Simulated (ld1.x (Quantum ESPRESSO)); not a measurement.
## Ta (Z = 73), TM: configuration errors across variants

| Item | Value |
| --- | --- |
| Element | tantalum |
| Generator | ld1.x (Quantum ESPRESSO) 7.5 |
| Type | norm-conserving Troullier–Martins (Kleinman–Bylander form) |
| Functional | PBEsol |
| Relativity | scalar-relativistic |
| Frozen core | [Xe] 4f14 |
| Valence charge | 5 |
| Reference configuration | 5d2 6s0 6p0 (charge +3) |
| Partial waves | 6s (bound, empty): rc 2.20 bohr; 5d (bound): rc 2.10 bohr; 5f channel at 0.05 Ry: rc 2.55 bohr; 6p (bound, empty): rc 2.80 bohr |
| Local potential | the p channel |
| Core correction | none |

All-electron excitation energies from the reference (eV): (1) 5d3 6s2 6p0 -47.092; (2) 5d3 6s1 6p0 -38.587; (3) 5d3 6s0 6p0 -23.610; (4) 5d3.5 6s1.5 6p0 -46.103; (5) 5d3 6s0 6p1 -33.460; (6) 5d4 6s0 6p0 -37.165; (7) 5d2 6s2 6p1 -44.059.

A true bound ghost makes a file unfit for plane-wave use even where its test errors are small: the radial tests pick states by their node count and pass the ghost by.

Errors AE − PS in meV (a dash: test not solved or not reliable):

| change | (1) | (2) | (3) | (4) | (5) | (6) | (7) | bound ghosts |
| --- | --- | --- | --- | --- | --- | --- | --- | --- |
| base | +445 | +215 | -1.7 | +307 | +184 | -90 | +587 | none |
| all radii scaled by about 0.74 (s 1.64, p 2.08, d 1.56, f 1.90 bohr) | +960 | +473 | +28 | +632 | +328 | +37 | +1487 | s, p (extra level of the local part) |
| all radii scaled by about 0.89 (s 1.96, p 2.50, d 1.88, f 2.28 bohr) | +227 | +110 | +11 | +112 | +208 | -36 | +527 | s |
| all radii scaled by about 1.07 (s 2.34, p 2.98, d 2.24, f 2.72 bohr) | +396 | +196 | -2.1 | +265 | +182 | -95 | +551 | none |
| all radii scaled by about 1.13 (s 2.48, p 3.16, d 2.38, f 2.88 bohr) | +381 | +191 | -0.9 | +252 | +183 | -94 | +541 | none |
| all radii scaled by about 1.22 (s 2.70, p 3.42, d 2.58, f 3.12 bohr) | +390 | +198 | +6.1 | +264 | +187 | -76 | +546 | none |
| all radii scaled by about 1.29 (s 2.84, p 3.62, d 2.70, f 3.28 bohr) | +400 | +202 | +8.6 | +274 | +186 | -70 | +552 | none |
| all radii scaled by about 1.36 (s 3.00, p 3.82, d 2.86, f 3.48 bohr) | +405 | +203 | +20 | +285 | +189 | -42 | +549 | none |

(1) Give the same row for: all radii scaled by about 0.82 (s 1.80, p 2.30, d 1.72, f 2.10 bohr).

## Answers

(1) +499, +223, +21, +308, +242, +6.5, +860; bound ghosts: s.
